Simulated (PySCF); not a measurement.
## Electron correlation in Lu⁺ (lutetium, charge +1)

Starting occupation: [Xe] 4f14 6s2. Calculation: PySCF 2.14, in x2c-SVPall-2c with one added diffuse shell each of s, p, d type (8s11p10d2f1g, 114 functions); X2C-1e with screened-nucleus spin-orbit coupling, Gaussian nucleus. Frozen: [Ar] 3d10; 42 electrons correlated; the 6 highest virtual spinors left out.

MP2 pair energies summed by pair of shells (mhartree):

| pair | energy | share (%) |
| --- | --- | --- |
| 5p3/2-5p3/2 | -50.40 | 8.0 |
| 5p1/2-5p3/2 | -46.66 | 7.4 |
| 4f7/2-5p3/2 | -40.22 | 6.4 |
| 4f5/2-4f7/2 | -37.16 | 5.9 |
| 4d3/2-4d5/2 | -35.34 | 5.6 |
| 4f5/2-5p3/2 | -33.65 | 5.3 |
| 4f7/2-4f7/2 | -26.61 | 4.2 |
| 4d5/2-4d5/2 | -23.35 | 3.7 |
| 5p3/2-6s1/2 | -23.23 | 3.7 |
| 4f7/2-5p1/2 | -22.87 | 3.6 |
| 4d5/2-4p3/2 | -21.60 | 3.4 |
| 6s1/2-6s1/2 | -18.68 | 3.0 |
| 4d5/2-4f7/2 | -17.42 | 2.8 |
| 4d3/2-4p3/2 | -15.51 | 2.5 |
| 4f5/2-4f5/2 | -14.17 | 2.3 |
| 4f5/2-5p1/2 | -12.49 | 2.0 |
| 4d5/2-4p1/2 | -11.62 | 1.8 |
| 5p1/2-5p1/2 | -11.31 | 1.8 |
| 4d5/2-4f5/2 | -10.98 | 1.7 |
| 4d5/2-5p3/2 | -10.36 | 1.6 |
| 4d3/2-4f7/2 | -9.69 | 1.5 |
| 5p1/2-6s1/2 | -9.48 | 1.5 |
| 4d3/2-4d3/2 | -9.45 | 1.5 |
| 5p3/2-5s1/2 | -8.63 | 1.4 |
| 4d3/2-4f5/2 | -8.38 | 1.3 |
| 4f7/2-6s1/2 | -7.41 | 1.2 |
| 4d3/2-4p1/2 | -6.59 | 1.0 |
| 4p1/2-4p3/2 | -6.43 | 1.0 |
| 4d3/2-5p3/2 | -6.34 | 1.0 |
| 4f7/2-4p3/2 | -6.02 | 1.0 |

Total MP2 correlation energy: -629.74 mhartree.

This basis was not built for core-valence correlation, so the inner-shell part is incomplete.
